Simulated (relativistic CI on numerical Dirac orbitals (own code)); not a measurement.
## What each ingredient does to the levels of W LXXIV

Base calculation: Dirac-Coulomb-Breit CI, separate exchange-only KLI orbitals for each configuration, QED by a radiative potential.

Configurations in the expansion: 1s, 2s, 2p, 3s, 3p, 3d, 4s, 4p, 4d, 4f, 5s, 5p, 5d, 5f, 5g, 6s, 6p, 6d. Levels of other configurations are missing.

Variants: (1) QED terms removed; (2) non-relativistic limit. Shifts of the energy above 1s ²S1/2, in eV, for the lowest level and the first level of each name with at least 55 % of one term (blank where a level changes its place among those of its configuration and J or its character, or is not in the variant):

```
    Level     Base    Δ(1)     Δ(2)
 1s ²S1/2      0.0     0.0      0.0
2p ²P°1/2  60114.4  +122.0  -4241.5
 2s ²S1/2  60138.6  +102.3  -4265.1
2p ²P°3/2  61781.6  +120.5  -5908.7
3p ²P°1/2  71773.0  +123.9  -5552.2
 3s ²S1/2  71780.2  +118.0  -5559.2
 3d ²D3/2  72268.4  +124.6  -6047.6
3p ²P°3/2  72269.5  +123.4  -6048.8
 3d ²D5/2  72409.9  +124.3  -6189.2
4p ²P°1/2  75781.7  +124.3  -5939.2
 4s ²S1/2  75784.7  +121.8  -5942.2
 4d ²D3/2  75989.2  +124.5  -6146.7
4p ²P°3/2  75989.7  +124.1  -6147.2
4f ²F°5/2  76049.2  +124.6  -6206.7
```
